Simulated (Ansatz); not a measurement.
BrH3O3Zr (`[OH][Zr]([OH])([OH])[Br]`) at its PBE0-D4/def2-TZVP geometry, where that method's forces vanish. Charge 0, multiplicity 1. Zr: def2 effective core potential.

```tsv
atom	x (Å)	y (Å)	z (Å)
O1	0.9635	0.7917	1.3464
Zr2	0.1280	0.1259	-0.2372
O3	0.3493	-1.7685	-0.3437
O4	-1.7310	0.5653	-0.2273
Br5	1.2217	1.2019	-2.2648
H6	1.4577	0.8760	2.1563
H7	0.2005	-2.7060	-0.4229
H8	-2.5897	0.9137	-0.0068
```

Question: For each bond, give half the difference of the two atoms' forces along it (eV/Å; positive pushes the atoms apart) under PBE-D4, r2SCAN-D4, B3LYP-D4, ωB97M-V in def2-TZVPP. (Estimate.)

Answer: Computed: 
```tsv
bond	length (Å)	PBE-D4	r2SCAN-D4	B3LYP-D4	ωB97M-V
O1–Zr2	1.910	-0.02	0.08	0.14	0.07
O1–H6	0.952	0.30	-0.04	-0.10	-0.09
Zr2–O3	1.910	-0.02	0.08	0.14	0.07
Zr2–O4	1.910	-0.02	0.08	0.14	0.07
Zr2–Br5	2.543	-0.01	-0.01	0.08	0.03
O3–H7	0.952	0.30	-0.04	-0.10	-0.09
O4–H8	0.952	0.30	-0.04	-0.10	-0.09
```

B3LYP here is the variant with VWN-RPA as its local correlation; programs differ in this.
